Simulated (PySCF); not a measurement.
C7H9N.
Numbering: `[NH2:1][CH2:2][C:3]1=[CH:4][C@@H:5]2[C@@H:6]3[C@H:7]1[C@H:8]23` (hydrogens: H9, H10 on N1; H11, H12 on C2; H13 on C4; H14 on C5; H15 on C6; H16 on C7; H17 on C8)

The same species was optimised twice, with GFN2-xTB and with PBE0-D3(BJ)/def2-SVP (PySCF), and the same property calculations (PySCF, gas phase) were run on both structures.

```csv
coordinate,GFN2-xTB,PBE0-D3(BJ)/def2-SVP,change
C4–C5 (Å),1.489,1.505,+0.016
C3–C7 (Å),1.497,1.512,+0.015
C6–C8 (Å),1.455,1.443,-0.012
C3=C4 (Å),1.334,1.343,+0.009
N1–C2 (Å),1.461,1.456,-0.005
C7–C8 (Å),1.515,1.517,+0.002
C5–C6 (Å),1.517,1.518,+0.001
C6–C7 (Å),1.515,1.517,+0.002
C5–C8 (Å),1.516,1.517,+0.001
C2–C3 (Å),1.494,1.494,0.000
N1–C2–C3 (°),113.4,115.1,+1.7
C2–C3–C7 (°),123.7,124.5,+0.8
C6–C7–C8 (°),57.4,56.8,-0.6
C6–C5–C8 (°),57.3,56.8,-0.5
C2–C3–C4 (°),131.4,130.9,-0.5
C7–C6–C8 (°),61.3,61.6,+0.3
C5–C8–C6 (°),61.4,61.7,+0.3
C3–C7–C8 (°),108.8,109.1,+0.3
N1–C2–C3–C4 (°),109,116,+7
```

Rotational constants: A = 5132, B = 1560, C = 1404 MHz (GFN2-xTB) against A = 5112, B = 1540, C = 1372 MHz (PBE0-D3(BJ)/def2-SVP). Point groups within 0.08 Å: C1 and C1.

On the GFN2-xTB structure: lowest singlet, TDDFT (eV) 5.62 [wB97X-D/def2-SVPD]; isotropic polarisability (au) 80.5 [wB97X-D/def2-SVPD]; HOMO (eV) -7.93 [wB97X-D/def2-SVPD]; LUMO (eV) 2.02 [wB97X-D/def2-SVPD]; dipole (D) 2.09 [wB97X-D/def2-SVPD].

Q: What do these properties become on the PBE0-D3(BJ)/def2-SVP structure?

A: 
```json
{"property": "lowest singlet, TDDFT (eV)", "level": "wB97X-D/def2-SVPD", "on GFN2-xTB": "5.62", "on PBE0-D3(BJ)/def2-SVP": "5.65", "change": "+0.03"}
{"property": "isotropic polarisability (au)", "level": "wB97X-D/def2-SVPD", "on GFN2-xTB": "80.5", "on PBE0-D3(BJ)/def2-SVP": "81.7", "change": "+1.2"}
{"property": "HOMO (eV)", "level": "wB97X-D/def2-SVPD", "on GFN2-xTB": "-7.93", "on PBE0-D3(BJ)/def2-SVP": "-7.98", "change": "-0.05"}
{"property": "LUMO (eV)", "level": "wB97X-D/def2-SVPD", "on GFN2-xTB": "2.02", "on PBE0-D3(BJ)/def2-SVP": "1.98", "change": "-0.04"}
{"property": "dipole (D)", "level": "wB97X-D/def2-SVPD", "on GFN2-xTB": "2.09", "on PBE0-D3(BJ)/def2-SVP": "2.15", "change": "+0.06"}
{"property": "energy, GFN2-xTB geometry as zero (kcal/mol)", "level": "wB97X-D/def2-SVPD", "on GFN2-xTB": "0.0", "on PBE0-D3(BJ)/def2-SVP": "-1.3", "change": "-1.3"}
```

The heavy atoms differ by 0.040 Å rms after alignment. Among bonds between heavy atoms C3–C7 and C4–C5 change most and about equally (+0.015 to +0.016 Å). Changes are differences of the printed values. Neither structure is proved a minimum here.

The pairwise dispersion term of wB97X-D wasn't added to the energies; at a given geometry it leaves orbitals and properties as they are.
